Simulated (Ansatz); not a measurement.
Input file for Ansatz (a quantum-chemistry and plane-wave program): U-PBE/def2-TZVPP on AsH+, 2S+1 = 2, a spin state set in the input, which need not be the lowest, a point of a bond scan (R = 1.541 Å). Charge +1.

Ansatz 0.2 input:
```yaml
crystal:
  periodic: [false, false, false]
  atoms:
    - {symbol: H, position_ang: [0.00000000, 0.00000000, 0.00000000]}
    - {symbol: As, position_ang: [0.00000000, 0.00000000, 1.54131200]}
basis:
  gaussian:
    orbitals: def2-TZVPP
    pivot_positions_ang: [[0.00000000, 0.00000000, 0.00000000], [0.00000000, 0.00000000, 1.54131200]]
hamiltonian:
  xc: {name: PBE}
total_charge: 1
magnetization: {spin_polarized: true, initial_magnetization: 1}
output: {forces: true, orbitals: {seedname: ./end}}
```

It printed:

```
WARN ansatz: RAYON_NUM_THREADS=1 ignored (pool sized by the plan → 1); use --threads N
Functional definition: PBE
integrals: 0.01 GiB planned
432 factors; their error is unknown
mean field: 0.14 GiB planned
mean field evaluation 1: about -60836.4976 eV, gradient 9.3e0 eV
mean field evaluation 2: about -60836.8397 eV, gradient 5.9e0 eV
mean field evaluation 4: about -60837.1115 eV, gradient 4.7e-1 eV
mean field evaluation 8: about -60837.1079 eV, gradient 8.9e-2 eV
mean field evaluation 16: about -60832.8160 eV, gradient 8.8e0 eV
mean field -60837.10789933 eV, -2235.7224784274 hartree, gradient 3.0e-5 eV, S^2 0.752618; 2 other end points of the search recorded, 0 dependent functions left out
the calculation of the forces begins
reference -60837.10792361 eV, -2235.7224793200 hartree; 17, 16 occupied and 45, 46 virtual orbitals, 432 factors
Total energy: -60837.10792361 eV, -2235.7224793200 hartree
Atom 0 at     0.000000     0.000000     0.000000 Å, force     0.000000    -0.000000    -0.158980 eV/Å
Atom 1 at     0.000000     0.000000     1.541312 Å, force    -0.000000     0.000000     0.158980 eV/Å
Dipole moment:     0.000000    -0.000000    -0.138853 e Å
```

The calculation finished and met its thresholds.

Cost: about 1.0 core-seconds (a rough figure).
